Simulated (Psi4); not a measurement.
CH$_{3}$NO, charge -1, doublet, geometry from GFN2-xTB (a state made from the parent by changing its charge; the spin is typed, not shown lowest) (a gas-phase anion, which may not be bound at this level). Base run: SVWN/3-21G (Psi4).

Input for Psi4:
```
memory 2 GB

molecule mol {
-1 2
N    -1.135829    0.324053   -0.190662
C     0.347444    0.349048   -0.174949
O     1.007518   -0.576303    0.461809
H    -1.485801   -0.393421   -0.849559
H    -1.408672   -0.016724    0.732148
H     0.700472    0.657906   -1.192735
}

set {
  basis 3-21g
  reference uks
}

energy('svwn')
print_variables()
```

Variants of this job, named by their change:

| change | basis functions | E (Eh) | core-seconds (rough) |
|---|---|---|---|
| base | 33 | -167.97800 | 2 |
| basis = def2-SV(P) | 48 | -168.80707 | 3 |
| basis = def2-SVP | 57 | -168.81945 | 3 |
| basis = 6-31G** | 60 | -168.94013 | 3 |
| basis = 6-31+G* | 63 | -168.98476 | 3 |
| basis = def2-SVPD | 87 | -168.87129 | 4 |
| basis = aug-cc-pVDZ | 96 | -169.01277 | 6 |
| basis = cc-pVTZ | 132 | -169.03446 | 6 |
| basis = def2-TZVPP | 135 | -169.04730 | 6 |
| basis = def2-TZVPD | 141 | -169.05722 | 7 |
| basis = aug-cc-pVTZ | 207 | -169.06412 | 20 |
| basis = cc-pVQZ | 255 | -169.05675 | 20 |
| basis = def2-QZVP | 261 | -169.06566 | 20 |

Totals compare only among sets that treat the same electrons; sets with core potentials leave the core out.

Open shells are given as the SCF converged; they aren't shown to be the lowest states, and a large step between rows can be another state.

A gas-phase anion may not be bound at this level; its values then depend on the basis.
